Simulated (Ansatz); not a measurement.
Geometry optimisation, Ansatz, RKS PBE0-D4/def2-SVP.

The input (input.yaml):

```yaml
crystal:
  periodic: [false, false, false]
  atoms:
    - { symbol: O, position_ang: [-1.3035, 2.7241, -0.247] }
    - { symbol: B, position_ang: [-0.8651, 1.6703, 0.5714] }
    - { symbol: C, position_ang: [-0.31, 0.3886, -0.1083] }
    - { symbol: "N", position_ang: [0.222, -0.5652, 0.6358] }
    - { symbol: Ge, position_ang: [0.8505, -2.1254, -0.13] }
    - { symbol: H, position_ang: [-0.5653, 3.3722, -0.3906] }
    - { symbol: H, position_ang: [-0.8908, 1.7612, 1.7538] }
    - { symbol: H, position_ang: [-0.1985, 0.3398, -1.1848] }
    - { symbol: H, position_ang: [-0.2229, -2.7754, -0.9599] }
    - { symbol: H, position_ang: [2.0839, -1.754, -0.9551] }
    - { symbol: H, position_ang: [1.2651, -3.0932, 1.0352] }
basis:
  gaussian: { orbitals: def2-SVP }
hamiltonian:
  xc: pbe0
  dispersion: d4
relax:
  f_tol: 0.02
  max_steps: 50
output:
  orbitals: {}
```

Command:

```bash
$ ansatz run input.yaml --threads 2 --pin off --max-ram 3072MiB --backend cpu --events-out ev --progress --plain --runs-dir out
```

Problem. Where does it end, and by what steps?

Solution. It converged. The force dipped under the threshold on the way, but the program's further checks kept it going. After 20 steps the energy has fallen by 0.980 eV; H6 moved furthest, 1.09 Å.

```json
{"step": "0", "energy less start (eV)": "0.0000", "largest force component (eV/Å)": "2.323", "accepted": "yes"}
{"step": "1", "energy less start (eV)": "-0.1128", "largest force component (eV/Å)": "2.429", "accepted": "yes"}
{"step": "2", "energy less start (eV)": "-0.4651", "largest force component (eV/Å)": "1.264", "accepted": "yes"}
{"step": "3", "energy less start (eV)": "-0.5999", "largest force component (eV/Å)": "2.500", "accepted": "yes"}
{"step": "4", "energy less start (eV)": "-0.8558", "largest force component (eV/Å)": "0.681", "accepted": "yes"}
{"step": "5", "energy less start (eV)": "-0.7983", "largest force component (eV/Å)": "1.579", "accepted": "no"}
{"step": "6", "energy less start (eV)": "-0.9042", "largest force component (eV/Å)": "0.226", "accepted": "yes"}
{"step": "7", "energy less start (eV)": "-0.9242", "largest force component (eV/Å)": "0.255", "accepted": "yes"}
{"step": "8", "energy less start (eV)": "-0.9377", "largest force component (eV/Å)": "0.492", "accepted": "yes"}
{"step": "9", "energy less start (eV)": "-0.9648", "largest force component (eV/Å)": "0.077", "accepted": "yes"}
{"step": "10", "energy less start (eV)": "-0.9642", "largest force component (eV/Å)": "0.186", "accepted": "no"}
{"step": "11", "energy less start (eV)": "-0.9672", "largest force component (eV/Å)": "0.025", "accepted": "yes"}
{"step": "12", "energy less start (eV)": "-0.9724", "largest force component (eV/Å)": "0.093", "accepted": "yes"}
{"step": "13", "energy less start (eV)": "-0.9721", "largest force component (eV/Å)": "0.202", "accepted": "no"}
{"step": "14", "energy less start (eV)": "-0.9753", "largest force component (eV/Å)": "0.052", "accepted": "yes"}
{"step": "15", "energy less start (eV)": "-0.9774", "largest force component (eV/Å)": "0.074", "accepted": "yes"}
{"step": "16", "energy less start (eV)": "-0.9782", "largest force component (eV/Å)": "0.123", "accepted": "yes"}
{"step": "17", "energy less start (eV)": "-0.9785", "largest force component (eV/Å)": "0.113", "accepted": "yes"}
{"step": "18", "energy less start (eV)": "-0.9796", "largest force component (eV/Å)": "0.015", "accepted": "yes"}
{"step": "19", "energy less start (eV)": "-0.9798", "largest force component (eV/Å)": "0.009", "accepted": "yes"}
{"step": "20", "energy less start (eV)": "-0.9798", "largest force component (eV/Å)": "0.015", "accepted": "yes"}
```

```xyz
11
Properties=species:S:1:pos:R:3
O -1.398 2.556 -0.282
B -0.544 1.787 0.425
C -0.250 0.338 -0.130
N 0.553 -0.431 0.497
Ge 0.923 -2.147 -0.131
H -1.537 3.427 0.104
H -0.021 2.186 1.443
H -0.764 0.024 -1.073
H 0.141 -2.436 -1.435
H 2.438 -2.226 -0.375
H 0.524 -3.135 0.977
```

Time of the run: 64 s on 2 threads of Intel(R) Xeon(R) Platinum 8488C (Sapphire Rapids) (shared host), peak memory 0.31 GiB.
